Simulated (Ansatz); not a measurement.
`N[SiH](Cl)O[SiH3]` + HCl → `N[SiH](Cl)Cl` + `O[SiH3]`  (ligand exchange at the Si–O bond)

Calculated with Ansatz (gas phase, PBE0-D4/def2-TZVP geometries, no zero-point term in ΔE). CBS: MP2 limit from def2 TZ/QZ plus the TZ coupled-cluster correction, frozen cores. This one scheme is used for every species. Functionals use def2-TZVPP. One conformer a species, not always the lowest.

CCSD(T)/CBS gives +7.0 kcal/mol.

Q: Another level gave +6.0 kcal/mol. Which?
A. revPBE/def2-TZVPP
B. r2SCAN-D4/def2-TZVPP
C. PBE-D4/def2-TZVPP
D. CCSD/def2-TZVPP

A: B. r2SCAN-D4 6.0, revPBE 2.6, PBE-D4 4.1, CCSD/def2-TZVPP 8.1 kcal/mol.

Largest T1 diagnostic among the species: 0.011.

From BLYP to BHLYP (50 % exact exchange), in def2-TZVPP and without D4, ΔE moves by +2.2 kcal/mol. The D4 term adds +1.3 kcal/mol with B3LYP and +0.8 kcal/mol with PBE0; it sums over pairs of atoms, weighted by their polarisabilities, and B3LYP, whose exchange is more repulsive, gets the larger term. Leaving LDA and LC-ωPBE aside and taking each functional with its dispersion term where it has one, the values, not all of them listed here, spread over 4.4 kcal/mol, from PBE-D4 to BHLYP-D4. LDA lies +1.8 kcal/mol from PBE without D4.

B3LYP here is the variant with VWN-RPA as its local correlation; programs differ in this.
